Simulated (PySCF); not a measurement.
**Relaxation of singlet TlCl₃**

Method: PySCF, BP86, basis Tl def2-TZVP with ECP60, Cl def2-TZVP (scalar-relativistic core potentials, no spin–orbit coupling, density fitting). A (50,194) grid was used.

A hand-made trigonal planar start, of D3h symmetry, held to at least that symmetry:

```xyz
4
charge 0 multiplicity 1, angstrom
Tl    0.0000    0.0000    0.0000
Cl    2.4300    0.0000    0.0000
Cl   -1.2150    2.1044    0.0000
Cl   -1.2150   -2.1044    0.0000
```

Optimiser trace:
| step | E − E(last) (kJ/mol) | largest gradient (Eh/bohr) |
| --- | --- | --- |
| 0 | 2.33 | 0.00787 |
| 1 | 0.33 | 0.00308 |
| 2 | 0.00 | 0.00031 |
| 3 | 0.00 | 0.00001 |

It ends at D3h with Tl–Cl 2.392 Å (×3); Cl–Tl–Cl 120.0° (×3). A frequency run shows a minimum. Other isomers or separated fragments may lie lower.

Final geometry:
Z-matrix (Å, degrees; charge 0 multiplicity 1):
```
Tl
Cl 1 2.3915
Cl 1 2.3915 2 120.00
Cl 1 2.3915 2 120.00 3 180.00
```

Spin–orbit coupling, left out here, can matter for elements this heavy.

The relaxation took roughly 40 core-seconds on a shared host.
